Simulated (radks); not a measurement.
Values are calculated unless marked as measured or tabulated.
Question: These are the eigenvalues of the occupied orbitals of an atom or ion with whole-number occupations (hartree). Level of theory: non-relativistic Kohn-Sham, PBE, spin-unpolarised, spherical densities, point nucleus (a radial shooting solver on a logarithmic mesh with Libxc functionals).

1s: -298.8182
2s: -35.70922
2p: -31.21480
3s: -4.30283
3p: -2.93096
3d: -0.66852
4s: -0.47618

Which element is it, and in what charge state? The configuration may be excited.

Answer: Z = 28, nickel, charge +1: Ni+ in [Ar] 3d8 4s1. The list shows which subshells hold electrons but not how many an open one holds; the 1s level, -298.82 hartree, gives Z - s = 24.4 by -(Z - s)^2/2, which with screening narrows Z to a few neighbours, and the depths of the outer levels then fix element, charge and occupations together.
